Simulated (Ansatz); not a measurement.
**Nudged elastic band run: H₆O₃Sn**

Input:

```yaml
crystal:
  periodic: [false, false, false]
  atoms:
    - { symbol: Sn, position_ang: [-0.642553, -1.042369, -0.811106] }
    - { symbol: O, position_ang: [1.293344, -0.485503, -0.397292] }
    - { symbol: H, position_ang: [-0.466934, -2.142849, -2.145605] }
    - { symbol: H, position_ang: [-1.308261, -1.875265, 0.54604] }
    - { symbol: H, position_ang: [-1.411221, 0.415911, -1.272762] }
    - { symbol: H, position_ang: [0.772835, 0.518075, 0.844285] }
    - { symbol: O, position_ang: [0.021172, 0.907457, 1.391264] }
    - { symbol: O, position_ang: [-0.198547, 2.170959, 0.701295] }
    - { symbol: H, position_ang: [1.868258, -1.262137, -0.261748] }
    - { symbol: H, position_ang: [0.072008, 2.795819, 1.405628] }
basis:
  gaussian: { orbitals: def2-SVP }
hamiltonian:
  xc: pbe
  dispersion: d4
neb:
  order_check: false
  images: 7
  f_tol: 0.03
  max_iterations: 60
  final_atoms:
    - { symbol: Sn, position_ang: [-0.95500082, -0.66509194, -0.66179316] }
    - { symbol: O, position_ang: [1.54149988, -0.58324173, 0.05156525] }
    - { symbol: H, position_ang: [-0.20591645, -0.79961862, -2.20682871] }
    - { symbol: H, position_ang: [-0.8116737, -2.0231939, 0.41305298] }
    - { symbol: H, position_ang: [-2.66281787, -0.35177926, -0.85351459] }
    - { symbol: H, position_ang: [1.44469561, 0.38330226, 0.29965019] }
    - { symbol: O, position_ang: [-0.82275628, 1.2365253, 0.20500304] }
    - { symbol: O, position_ang: [0.52050248, 1.76300158, 0.4638003] }
    - { symbol: H, position_ang: [1.56150816, -1.04802779, 0.909905] }
    - { symbol: H, position_ang: [0.39006, 2.0882221, 1.3791587] }
  initial_path:
    images:
      - { positions_ang: [[-0.642553, -1.042369, -0.811106], [1.293344, -0.485503, -0.397292], [-0.466934, -2.142849, -2.145605], [-1.308261, -1.875265, 0.54604], [-1.411221, 0.415911, -1.272762], [0.772835, 0.518075, 0.844285], [0.021172, 0.907457, 1.391264], [-0.198547, 2.170959, 0.701295], [1.868258, -1.262137, -0.261748], [0.072008, 2.795819, 1.405628]] }
      - { positions_ang: [[-0.6814725, -0.9781016, -0.76996664], [1.36490312, -0.50433811, -0.41426134], [-0.47624486, -2.08892178, -2.08203198], [-1.33578673, -1.80841497, 0.58545049], [-1.43030025, 0.46500802, -1.2765379], [0.86260659, 0.46378676, 0.72359082], [0.04182202, 0.85847721, 1.29308968], [-0.16945749, 2.14795635, 0.69897344], [1.90526139, -1.25370414, -0.18138216], [-0.0812303, 2.69835025, 1.42307459]] }
      - { positions_ang: [[-0.720392, -0.9138342, -0.72882729], [1.43646225, -0.52317322, -0.43123067], [-0.48555571, -2.03499456, -2.01845896], [-1.36331246, -1.74156493, 0.62486098], [-1.44937949, 0.51410505, -1.28031379], [0.95237817, 0.40949852, 0.60289664], [0.06247205, 0.80949742, 1.19491536], [-0.14036798, 2.12495371, 0.69665187], [1.94226478, -1.24527129, -0.10101632], [-0.23446861, 2.6008815, 1.44052118]] }
      - { positions_ang: [[-0.7593115, -0.8495668, -0.68768793], [1.50802137, -0.54200833, -0.44820001], [-0.49486657, -1.98106735, -1.95488594], [-1.39083819, -1.6747149, 0.66427146], [-1.46845874, 0.56320207, -1.28408969], [1.04214976, 0.35521028, 0.48220246], [0.08312207, 0.76051763, 1.09674104], [-0.11127847, 2.10195106, 0.69433031], [1.97926817, -1.23683843, -0.02065048], [-0.38770691, 2.50341275, 1.45796777]] }
      - { positions_ang: [[-0.798231, -0.7852994, -0.64654857], [1.5795805, -0.56084344, -0.46516934], [-0.50417743, -1.92714013, -1.89131293], [-1.41836392, -1.60786486, 0.70368195], [-1.48753798, 0.6122991, -1.28786558], [1.13192134, 0.30092204, 0.36150828], [0.1037721, 0.71153785, 0.99856672], [-0.08218895, 2.07894841, 0.69200875], [2.01627156, -1.22840557, 0.05971536], [-0.54094521, 2.40594399, 1.47541437]] }
      - { positions_ang: [[-0.83742346, -0.75524753, -0.65035972], [1.57006034, -0.56644301, -0.33598569], [-0.42961218, -1.64525975, -1.97019187], [-1.26669137, -1.71169712, 0.63102471], [-1.78135795, 0.37127951, -1.17927783], [1.21011491, 0.3215171, 0.34604376], [-0.12786, 0.84278471, 0.8001758], [0.0684839, 1.99996171, 0.63495663], [1.90258071, -1.18331113, 0.27226277], [-0.30819391, 2.32651352, 1.45135045]] }
      - { positions_ang: [[-0.87661591, -0.72519567, -0.65417087], [1.56054019, -0.57204258, -0.20680204], [-0.35504694, -1.36337938, -2.04907082], [-1.11501881, -1.81552938, 0.55836747], [-2.07517793, 0.13025992, -1.07069009], [1.28830847, 0.34211215, 0.33057923], [-0.35949209, 0.97403157, 0.60178488], [0.21915676, 1.920975, 0.57790452], [1.78888986, -1.13821668, 0.48481018], [-0.07544261, 2.24708305, 1.42728653]] }
      - { positions_ang: [[-0.91580836, -0.69514381, -0.65798202], [1.55102004, -0.57764216, -0.07761839], [-0.2804817, -1.081499, -2.12794976], [-0.96334626, -1.91936164, 0.48571023], [-2.3689979, -0.11075967, -0.96210234], [1.36650204, 0.36270721, 0.31511471], [-0.59112419, 1.10527844, 0.40339396], [0.36982962, 1.84198829, 0.52085241], [1.67519901, -1.09312224, 0.69735759], [0.1573087, 2.16765258, 1.40322262]] }
      - { positions_ang: [[-0.95500082, -0.66509194, -0.66179316], [1.54149988, -0.58324173, 0.05156525], [-0.20591645, -0.79961862, -2.20682871], [-0.8116737, -2.0231939, 0.41305298], [-2.66281787, -0.35177926, -0.85351459], [1.44469561, 0.38330226, 0.29965019], [-0.82275628, 1.2365253, 0.20500304], [0.52050248, 1.76300158, 0.4638003], [1.56150816, -1.04802779, 0.909905], [0.39006, 2.0882221, 1.3791587]] }
```

Run as:

```bash
$ ansatz run input.yaml --threads 2 --pin off --max-ram 3072MiB --backend cpu --events-out ev --progress --plain --runs-dir out
```

Output, in part (warnings, iteration lines, the closing report on the highest movable image, with atoms numbered from 0):

```
NEB end point (image 0): max|allowed force component| = 2.093e-2 eV/Å (the criterion of neb.relax_end_points is 1.000e-2)
NEB end point (image 8): max|allowed force component| = 2.140e-2 eV/Å (the criterion of neb.relax_end_points is 1.000e-2)
NEB iter   1: max|band force component| = 2.667e1 eV/Å  barrier→ = 5.3155 eV  barrier← = 5.3542 eV  Δτ_max = 0.1960 Å  (261 SCF iters)
NEB iter   2: max|band force component| = 4.965e0 eV/Å  barrier→ = 1.0041 eV  barrier← = 1.0428 eV  Δτ_max = 0.1986 Å  (216 SCF iters)
NEB iter   3: max|band force component| = 2.441e0 eV/Å  barrier→ = 0.5145 eV  barrier← = 0.5532 eV  Δτ_max = 0.2000 Å  (206 SCF iters)
NEB iter   4: max|band force component| = 8.600e-1 eV/Å  barrier→ = 0.4378 eV  barrier← = 0.4764 eV  Δτ_max = 0.2000 Å  (218 SCF iters)
NEB iter   5: max|band force component| = 9.653e-1 eV/Å  barrier→ = 0.4708 eV  barrier← = 0.5094 eV  Δτ_max = 0.1007 Å  (224 SCF iters)
NEB iter   6: max|band force component| = 9.688e-1 eV/Å  barrier→ = 0.4940 eV  barrier← = 0.5326 eV  Δτ_max = 0.0503 Å  (201 SCF iters)
NEB iter   7: max|band force component| = 7.366e-1 eV/Å  barrier→ = 0.4913 eV  barrier← = 0.5299 eV  Δτ_max = 0.0502 Å  (200 SCF iters)
NEB iter   8: max|band force component| = 5.036e-1 eV/Å  barrier→ = 0.4645 eV  barrier← = 0.5032 eV  CI = image 3  Δτ_max = 0.0504 Å  (199 SCF iters)
NEB iter   9: max|band force component| = 3.935e-1 eV/Å  barrier→ = 0.4505 eV  barrier← = 0.4892 eV  CI = image 3  Δτ_max = 0.0505 Å  (196 SCF iters)
NEB iter  10: max|band force component| = 2.640e-1 eV/Å  barrier→ = 0.4292 eV  barrier← = 0.4678 eV  CI = image 3  Δτ_max = 0.1014 Å  (197 SCF iters)
NEB iter  11: max|band force component| = 2.132e-1 eV/Å  barrier→ = 0.4057 eV  barrier← = 0.4444 eV  CI = image 3  Δτ_max = 0.1003 Å  (197 SCF iters)
NEB iter  12: max|band force component| = 1.954e-1 eV/Å  barrier→ = 0.3907 eV  barrier← = 0.4293 eV  CI = image 3  Δτ_max = 0.1000 Å  (200 SCF iters)
NEB iter  13: max|band force component| = 1.906e-1 eV/Å  barrier→ = 0.3733 eV  barrier← = 0.4120 eV  CI = image 3  Δτ_max = 0.0500 Å  (201 SCF iters)
NEB iter  14: max|band force component| = 1.659e-1 eV/Å  barrier→ = 0.3666 eV  barrier← = 0.4053 eV  CI = image 3  Δτ_max = 0.0505 Å  (197 SCF iters)
NEB iter  15: max|band force component| = 1.533e-1 eV/Å  barrier→ = 0.3605 eV  barrier← = 0.3991 eV  CI = image 3  Δτ_max = 0.0502 Å  (198 SCF iters)
NEB iter  16: max|band force component| = 1.283e-1 eV/Å  barrier→ = 0.3556 eV  barrier← = 0.3942 eV  CI = image 3  Δτ_max = 0.0501 Å  (197 SCF iters)
NEB iter  17: max|band force component| = 1.103e-1 eV/Å  barrier→ = 0.3527 eV  barrier← = 0.3913 eV  CI = image 3  Δτ_max = 0.0501 Å  (198 SCF iters)
NEB iter  18: max|band force component| = 9.927e-2 eV/Å  barrier→ = 0.3515 eV  barrier← = 0.3901 eV  CI = image 3  Δτ_max = 0.0500 Å  (199 SCF iters)
NEB iter  19: max|band force component| = 1.044e-1 eV/Å  barrier→ = 0.3510 eV  barrier← = 0.3897 eV  CI = image 3  Δτ_max = 0.0250 Å  (201 SCF iters)
NEB iter  20: max|band force component| = 7.078e-2 eV/Å  barrier→ = 0.3508 eV  barrier← = 0.3895 eV  CI = image 3  Δτ_max = 0.0250 Å  (195 SCF iters)
NEB iter  21: max|band force component| = 5.918e-2 eV/Å  barrier→ = 0.3508 eV  barrier← = 0.3894 eV  CI = image 3  Δτ_max = 0.0251 Å  (178 SCF iters)
NEB iter  22: max|band force component| = 4.794e-2 eV/Å  barrier→ = 0.3508 eV  barrier← = 0.3894 eV  CI = image 3  Δτ_max = 0.0250 Å  (188 SCF iters)
NEB iter  23: max|band force component| = 5.436e-2 eV/Å  barrier→ = 0.3507 eV  barrier← = 0.3894 eV  CI = image 3  Δτ_max = 0.0250 Å  (184 SCF iters)
NEB iter  24: max|band force component| = 5.720e-2 eV/Å  barrier→ = 0.3507 eV  barrier← = 0.3894 eV  CI = image 3  Δτ_max = 0.0125 Å  (189 SCF iters)
NEB iter  25: max|band force component| = 4.639e-2 eV/Å  barrier→ = 0.3507 eV  barrier← = 0.3894 eV  CI = image 3  Δτ_max = 0.0125 Å  (180 SCF iters)
NEB iter  26: max|band force component| = 3.396e-2 eV/Å  barrier→ = 0.3507 eV  barrier← = 0.3894 eV  CI = image 3  Δτ_max = 0.0125 Å  (176 SCF iters)
NEB iter  27: max|band force component| = 2.618e-2 eV/Å  barrier→ = 0.3507 eV  barrier← = 0.3894 eV  CI = image 3  Δτ_max = 0.0000 Å  (368 SCF iters)
Total energy: -12055.39088901 eV, -443.0274437337 hartree
Atom 0 at    -0.724174    -0.723509    -0.578880 Å, force     0.000584    -0.000920     0.000389 eV/Å
Atom 1 at     1.518771    -0.514882    -0.357799 Å, force     0.000290    -0.000213    -0.001997 eV/Å
Atom 2 at    -0.413138    -1.762684    -1.950392 Å, force    -0.000318     0.000221    -0.000168 eV/Å
Atom 3 at    -1.403658    -1.715263     0.672280 Å, force    -0.000063    -0.000113    -0.000179 eV/Å
Atom 4 at    -1.619046     0.645761    -1.143701 Å, force    -0.000012     0.000074     0.000091 eV/Å
Atom 5 at     1.149813     0.179048     0.481400 Å, force    -0.000661    -0.000173     0.001796 eV/Å
Atom 6 at     0.100659     0.696099     1.058892 Å, force     0.000910     0.002218    -0.002093 eV/Å
Atom 7 at     0.021014     2.069720     0.590093 Å, force    -0.000263    -0.001337     0.001252 eV/Å
Atom 8 at     1.985632    -1.300785    -0.014414 Å, force    -0.000476     0.000217     0.000952 eV/Å
Atom 9 at    -0.615771     2.426592     1.242520 Å, force     0.000009     0.000025    -0.000043 eV/Å
Dipole moment:    -0.089485    -0.221988     0.176738 e Å
```

The forces met the threshold. The profile has 2 maxima (images 3, 6) with wells between them (image 5): this band takes more than one step, which may be the mechanism or a detour left from its start path. A structure lower than the last end lies on the path between it and the top, so the climb from that side starts below the end, which may itself be a saddle point or a shallow side well. A vibrational analysis at the climbing image gives one clearly imaginary mode, 400i cm⁻¹: a first-order saddle point. The orbitals stay closed-shell, which can raise the energy where a bond breaks towards radicals; this wasn't checked here.

Final band (atoms are numbered from 1 in the order of the input):

```tsv
image	path coordinate (Å)	energy (kcal/mol)	H6–O7 (Å)	Sn1–O7 (Å)	O2–H6 (Å)
0	0.00	0.0	1.01	3.02	1.68
1	0.56	0.3	1.01	2.87	1.66
2	1.11	2.5	1.04	2.61	1.52
3	1.67	8.1	1.30	2.32	1.15
4	2.90	2.3	1.67	2.12	1.00
5	4.13	-1.1	1.78	2.09	1.00
6	5.35	1.2	2.46	2.07	0.98
7	6.58	-0.1	2.40	2.08	0.99
8	7.81	-0.9	2.42	2.09	1.00
```

Run time: 5.1 min on 2 threads of Arm Neoverse V1 (shared host), peak memory 0.14 GiB.
